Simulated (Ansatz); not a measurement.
```xyz
7

O     2.005    1.860   -1.025
C     1.012    1.314   -0.781
N    -0.062    0.803   -0.579
Ge   -0.711   -0.614    0.329
F    -0.830   -0.136    1.977
Cl    0.672   -2.223    0.264
H    -2.086   -1.003   -0.185
```

Charge 0, multiplicity 1.

Q: List the PBE0/def2-TZVPP orbital energies in eV (the Gaussian-basis code of Ansatz). (Estimate.)

A: Computed: Occupied: -10862.48, -2768.06, -1360.58, -1210.42, -1210.41, -1210.39, -673.94, -524.52, -392.54, -282.49, -259.90, -198.19, -198.04, -198.04, -173.44, -123.27, -123.25, -123.17, -36.46, -36.16, -36.05, -36.01, -36.00, -32.61, -31.67, -26.78, -23.65, -17.84, -15.06, -14.27, -13.82, -13.75, -12.92, -12.71, -11.93, -11.15, -10.14, -9.92, -9.49, -9.30. Lowest empty: -0.97, -0.31, 0.63, 0.82, 1.55, 1.88, 2.86, 4.27.
